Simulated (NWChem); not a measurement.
System: ScClF2; SMILES [Cl][Sc]([F])[F]

The following NWChem deck was run.

```
start job
memory heap 200 mb stack 900 mb global 1100 mb
geometry units angstroms noautoz
  Sc     0.000000     0.000000    -0.374583
  F      0.000000     1.544569    -1.316350
  F      0.000000    -1.544569    -1.316350
  Cl     0.000000     0.000000     1.918506
end
basis spherical
  * library def2-svpd
end
dft
  xc xcamb88 1.00 lyp 0.81 vwn_5 0.19 hfexch 1.00
  cam 0.33 cam_alpha 0.19 cam_beta 0.46
  iterations 150
end
tddft
  cis
  nroots 6
  notriplet
end
task tddft energy
```

NWChem printed, in part:

```
             Northwest Computational Chemistry Package (NWChem) 7.3.0
             --------------------------------------------------------

 C2V symmetry detected

                             Geometry "geometry" -> ""
                             -------------------------

 Output coordinates in angstroms (scale by  1.889725989 to convert to a.u.)

  No.       Tag          Charge          X              Y              Z
 ---- ---------------- ---------- -------------- -------------- --------------
    1 Sc                  21.0000     0.00000000     0.00000000    -0.39340548
    2 F                    9.0000     0.00000000     1.54456900    -1.33517248
    3 F                    9.0000     0.00000000    -1.54456900    -1.33517248
    4 Cl                  17.0000     0.00000000     0.00000000     1.89968352

 Effective nuclear repulsion energy (a.u.)     252.0047976055

      Symmetry information
      --------------------

 Group name             C2v
 Group number             16
 Group order               4
 No. of unique centers     3

                                 NWChem DFT Module
                                 -----------------

 Summary of "ao basis" -> "ao basis" (spherical)
 ------------------------------------------------------------------------------
       Tag                 Description            Shells   Functions and Types
 ---------------- ------------------------------  ------  ---------------------
 Sc                        def2-svpd                12       34   5s4p2d1f
 F                         def2-svpd                 9       23   4s3p2d
 Cl                        def2-svpd                11       27   5s4p2d

      Symmetry analysis of basis
      --------------------------

        a1         44
        a2         12
        b1         21
        b2         30

            General Information
            -------------------
          SCF calculation type: DFT
          Wavefunction type:  closed shell.
          No. of atoms     :     4
          No. of electrons :    56
           Alpha electrons :    28
            Beta electrons :    28
          Charge           :     0
          Spin multiplicity:     1
          Use of symmetry is: off; symmetry adaption is: on
          Maximum number of iterations: 150
          AO basis - number of functions:   107
                     number of shells:    41
          Convergence on energy requested:  1.00D-06
          Convergence on density requested:  1.00D-05
          Convergence on gradient requested:  5.00D-04

              XC Information
              --------------
                     Hartree-Fock (Exact) Exchange  1.000
                   CAM-Becke88 Exchange Functional  1.000
                      VWN V Correlation Functional  0.190 local
              Lee-Yang-Parr Correlation Functional  0.810

[...]

                                NWChem TDDFT Module
                                -------------------

            General Information
            -------------------
           No. of orbitals :     214
            Alpha orbitals :     107
             Beta orbitals :     107
        Alpha frozen cores :       0
         Beta frozen cores :       0
     Alpha frozen virtuals :       0
      Beta frozen virtuals :       0
         Spin multiplicity :       1
    Number of AO functions :     107
        Use of symmetry is : off
      Symmetry adaption is : on
         Schwarz screening :  0.10D-07

              XC Information
              --------------
              Hartree-Fock (Exact) Exchange   1.00
            CAM-Becke88 Exchange Functional   1.00
               VWN V Correlation Functional   0.19 local
       Lee-Yang-Parr Correlation Functional   0.81
           Alpha           :  0.19
           Beta            :  0.46
           Gamma           :  0.33

             TDDFT Information
             -----------------
          Calculation type : Tamm-Dancoff TDDFT
         Wavefunction type : Restricted singlets
          No. of electrons :      56
           Alpha electrons :      28
            Beta electrons :      28
              No. of roots :       6
          Max subspacesize :    5200
            Max iterations :     100
               Target root :       1
           Target symmetry : none
      Symmetry restriction : off
                 Algorithm : Optimal
        Davidson threshold :  0.10D-03

    6 smallest eigenvalue differences (eV)
--------------------------------------------------------
  No. Spin  Occ  Vir  Irrep   E(Occ)    E(Vir)   E(Diff)
--------------------------------------------------------
    1    1   28   29 b2       -0.395    -0.078     8.624
    2    1   27   29 b1       -0.400    -0.078     8.781
    3    1   26   29 a1       -0.426    -0.078     9.484
    4    1   28   30 a2       -0.395    -0.039     9.683
    5    1   27   30 a1       -0.400    -0.039     9.840
    6    1   28   31 b1       -0.395    -0.023    10.113
--------------------------------------------------------

  Entering Davidson iterations
  Restricted singlet excited states

  Iter   NTrls   NConv    DeltaV     DeltaE      Time
  ----  ------  ------  ---------  ---------  ---------
    1      6       0     0.13E+00   0.10+100       25.6
    2     12       0     0.40E-01   0.29E-01       31.1
    3     18       0     0.26E-01   0.21E-02       21.4
    4     24       0     0.10E-01   0.80E-03       19.4
    5     30       0     0.13E-01   0.48E-03       20.1
    6     36       0     0.85E-02   0.55E-03       18.6
    7     42       4     0.38E-02   0.94E-04       19.7
    8     44       4     0.14E-02   0.13E-04       17.8
    9     46       5     0.42E-03   0.27E-05       17.1
   10     47       5     0.14E-03   0.18E-06       17.2
   11     48       6     0.91E-04   0.28E-07       19.6
  ----  ------  ------  ---------  ---------  ---------
  Convergence criterion met

  Ground state a1      -1420.482309578084 a.u.

[...]
```

Level: CAM-B3LYP/def2-SVPD, TDA. The geometry was optimised at PBE0/def2-SVP.
